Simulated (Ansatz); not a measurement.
Species: SO₃, charge 0, singlet. SO3 (sulfur trioxide, SMILES O=S(=O)=O).
B3LYP-D3(BJ)/def2-TZVP minimum from Ansatz (a quantum-chemistry and plane-wave program):
```xyz
4

O     -0.7068    -1.2388    -0.0328
S      0.0000     0.0000     0.0000
O     -0.7195     1.2319     0.0059
O      1.4264     0.0069     0.0269
```
Charge 0, spin multiplicity 1.

Hartree-Fock and CCSD(T) correlation energies in hartree (Ansatz). Open shells are spin-unrestricted; no spin-orbit coupling. Cores are frozen in correlated methods. No relativity.

```tsv
basis	X	E(HF)	E(corr, CCSD(T))
cc-pV(T+d)Z	3	-622.16561	-0.92186
cc-pV(Q+d)Z	4	-622.18952	-0.99230
cc-pV(5+d)Z	5	-622.19591	withheld
```

Question: Fit E(corr) = E∞ + A/X³ to X = 3 and 4, predict X = 5, and compare with the run.

Answer: A = (-0.92186 - (-0.99230))/(1/27 - 1/64) = 3.2897; E∞ = -0.99230 - A/64 = -1.04370; at X = 5, E∞ + A/125 = -1.01738. The run gave -1.01836, 0.98 mEh below the prediction. The same form on X = 4 and 5 gives E∞ = -1.04570, 2.00 mEh below the first estimate.
